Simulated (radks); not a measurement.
The mean radii <r> (bohr) of the occupied orbitals of an atom or ion are listed with their occupations. Method: Dirac Kohn-Sham, PBE, spin-unpolarised, spherical densities, point nucleus; computed with a radial shooting solver on a logarithmic mesh with Libxc functionals.

orbital  occ.      <r>
1s1/2       2  0.04408
2s1/2       2   0.1957
2p1/2       2   0.1685
2p3/2       4   0.1723
3s1/2       2   0.5736
3p1/2       2   0.5819
3p3/2       4   0.5924
3d3/2       4   0.6240
3d5/2       6   0.6282
4s1/2       2    1.640
4p1/2       1    1.866

Name the element and its charge. Open shells, if any, fill j = l - 1/2 first.

Answer. Z = 34, selenium, charge +3: Se3+ in [Ar] 3d10 4s2 4p1. The 1s radius gives Z: for a bare nucleus <r> = (2 gamma + 1)/(2Z) with gamma = sqrt(1 - (Z/c)^2), 0.0432 bohr for Z = 34, and screening makes it slightly larger (0.04408 here). The occupations add up to 31, and the charge is Z minus that.
